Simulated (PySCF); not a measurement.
# UHF on Xe⁺ (xenon, charge +1)

Configuration: [Kr] 4d10 5s2 5p5, 2P determinant. Calculation: PySCF 2.14, in aug-cc-pVDZ-PP with ECP28MDF; scalar relativity through the core potential.

- Total energy: -327.865723 hartree
- One-electron energy: -562.1650 hartree
- Hartree (Coulomb) energy: 256.6806 hartree
- Exchange energy: -22.3814 hartree
- ⟨S²⟩: 0.7557
- ⟨L²⟩: 2.018
- Sum of ⟨r⟩: 29.65 bohr
- Sum of ⟨r²⟩: 49.47 bohr²
- Traceless quadrupole moment −½Σ⟨3z² − r²⟩ along its main axis: 2.34 e·bohr²
- Time after the integrals: 0.07 s of wall time on 1 thread of Intel(R) Xeon(R) Platinum 8559C (shared host)

| shell | electrons | mean orbital energy (hartree) | spread (hartree) | rms radius, mean of both spins (bohr) |
| --- | --- | --- | --- | --- |
| 4s α | 1 | -8.77791 | 0 | 0.767 |
| 4s β | 1 | -8.76732 | 0 | 0.767 |
| 4p α | 3 | -6.51070 | 0.03059 | 0.820 |
| 4p β | 3 | -6.50012 | 0.00664 | 0.820 |
| 4d α | 5 | -3.03977 | 0.03196 | 0.934 |
| 4d β | 5 | -3.03174 | 0.01889 | 0.934 |
| 5s α | 1 | -1.38792 | 0 | 1.98 |
| 5s β | 1 | -1.28732 | 0 | 1.98 |
| 5p α | 3 | -0.80864 | 0.06395 | 2.35 |
| 5p β | 2 | -0.76506 | 0 | 2.35 |

Energies and moments cover only the electrons outside the core potential.
